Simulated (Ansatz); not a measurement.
Reactions of GeH4Se (`[GeH3][SeH]`).

Computed with Ansatz on PBE0-D4/def2-TZVP structures; ΔE is electronic, products minus reactants. CCSD(T)/CBS is the MP2 limit (def2-TZVPP, def2-QZVPP) plus CCSD(T) − MP2 in def2-TZVPP, frozen cores. This one scheme is used for every species, atoms too. No spin–orbit coupling; open shells (•) take unrestricted orbitals. Spin–orbit coupling would lower the free atoms: a little for Cl, F; clearly for Ge, Se. Elements past krypton have def2 core potentials. For Ge, Hf, Se outer-core shells are correlated without core-valence functions, so the limit isn't a true one: a few kJ/mol of doubt a bond, and 10 to 20 or more in all where bonds break to atoms. Scalar relativity is left out up to krypton. One conformer a species, not always the lowest.

| reaction | CCSD/CBS(def2) (kJ/mol) | CCSD(T)/CBS(def2) (kJ/mol) |
| --- | --- | --- |
| `[GeH3][SeH]` → H• + `[GeH3][Se]`• | 356 | 360 |
| `[GeH3][SeH]` + F• → `[GeH2][SeH]`• + H–F | -220 | -228 |
| `[GeH3][SeH]` + `[OH]`• → `[GeH2][SeH]`• + H₂O | -154 | -161 |
| `[GeH3][SeH]` + `C[O][Hf]([OH])([OH])[S]C` → `C[O][Hf]([OH])([OH])[SeH]` + `C[S][GeH3]` | -9 | -9 |
| `[GeH3][SeH]` + `CC(O)O` → `C[Se][GeH3]` + `OCO` | 28 | 27 |
| `[GeH3][SeH]` → `[GeH3]`• + `[SeH]`• | 313 | 323 |
| `[GeH3][SeH]` → Ge• + 4 H• + Se• | 1504 | 1522 |
| `[GeH3][SeH]` + F• → `[GeH3][Se]`• + H–F | -233 | -236 |
| `[GeH3][SeH]` + Cl• → `[GeH3][Se]`• + HCl | -89 | -90 |
| `[GeH3][SeH]` + `CC#CS` → `CC#C[S][GeH3]` + H₂Se | 8 | 6 |

Largest T1 diagnostic: 0.015, for `C[O][Hf]([OH])([OH])[S]C`.
